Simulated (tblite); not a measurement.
Compound: C5H6OS.
Structure used (GFN2-xTB), in Å, numbered top down from 1:
```
atom  x, y, z in Å
C1    -2.5001   -0.0731   -0.0507
S2    -1.3884    1.3629    0.0027
C3     0.1398    0.5641   -0.2831
C4     1.3998    1.0859   -0.3621
C5     2.2519   -0.0182   -0.6088
C6     1.4520   -1.1145   -0.6609
O7     0.1598   -0.7694   -0.4631
H8    -3.5001    0.3104    0.1230
H9    -2.2216   -0.7752    0.7292
H10   -2.4377   -0.5421   -1.0279
H11    1.6709    2.1148   -0.2570
H12    3.3151    0.0087   -0.7299
H13    1.6542   -2.1538   -0.8220
```

Method: GFN2-xTB as coded in tblite; computed harmonic values from a numerical Hessian at the method's own geometry, unscaled. Against measured fundamentals such values can be off by several per cent, at times by over 20. One conformer, not necessarily the lowest.

Harmonic wavenumbers (cm⁻¹): 37.1, 146.0, 171.7, 219.1, 320.7, 472.3, 579.3, 597.2, 731.5, 739.6, 803.2, 841.3, 854.5, 904.1, 947.9, 957.3, 1032.1, 1082.4, 1108.6, 1175.2, 1219.1, 1314.7, 1359.6, 1439.6, 1441.7, 1455.0, 1557.3, 3036.1, 3040.7, 3063.8, 3175.2, 3189.4, 3203.4.

A = 5761, B = 1631, C = 1282 MHz; mass 114.014 u (most abundant isotopes); point group Cs, symmetry number 1.

Task: What is the zero-point energy?

Result: Half the sum of the wavenumbers: 21108 cm⁻¹ = 60.35 kcal/mol.

Task: What is S at 350 K and 1 bar for an ideal gas of classical rigid rotors and harmonic oscillators?

Result: Translation 40.93, rotation 28.16, vibration 20.72: S = 89.8 cal/(mol K).

Task: And Cp and H(350 K) − H(0)?

Result: Cp = 31.01 cal/(mol K), of which vibrations give 23.06 (their classical limit is 33 R = 65.6); H(350 K) − H(0) = 6.60 kcal/mol without the zero-point energy, 3.82 from vibrations.

Task: How do the functions run with temperature in this model?

Result: 
| T (K) | S (cal/(mol K)) | Cp (cal/(mol K)) | H − H(0) (kcal/mol) | G − H(0) (kcal/mol) | ln q(vib) |
| --- | --- | --- | --- | --- | --- |
| 50 | 55.8 | 10.8 | 0.46 | -2.33 | 0.45 |
| 100 | 64.4 | 14.0 | 1.09 | -5.35 | 1.16 |
| 298.15 | 85.1 | 27.2 | 5.09 | -20.30 | 4.13 |
| 373.15 | 91.8 | 32.6 | 7.33 | -26.94 | 5.30 |
| 500 | 102.5 | 40.4 | 11.99 | -39.28 | 7.33 |
| 750 | 121.0 | 50.5 | 23.47 | -67.29 | 11.33 |
| 1000 | 136.5 | 56.8 | 36.94 | -99.53 | 15.12 |

q(vib) and H(0) count from the zero-point level.

Task: What must be added to the electronic energy to get the Gibbs energy at 350 K and 1 bar?

Result: ZPE + [H(350 K) − H(0)] − T·S = 60.35 + 6.60 − 31.43 = 35.52 kcal/mol.

Task: Blend soft modes into free rotors: weight 1/[1 + (100 cm⁻¹/ν̃)⁴] for the oscillator and the rest for a rotor with moment μB/(μ + B), μ = h/(8π²ν), B = 10⁻⁴⁴ kg m². What vibrational entropy results?

Result: 18.93 cal/(mol K) in place of 20.72, which changes −T·S at 350 K by +0.63 kcal/mol.

Task: Which modes carry the vibrational entropy at 350 K?

Result: 37.1 cm⁻¹: 5.73; 146.0 cm⁻¹: 3.03; 171.7 cm⁻¹: 2.72; 219.1 cm⁻¹: 2.26; 320.7 cm⁻¹: 1.58; 472.3 cm⁻¹: 0.95 cal/(mol K); the other 27 give 4.45 together.

Hindered rotation and anharmonicity are outside this model. Other conformers, if any are populated, would add a mixing term that is left out.
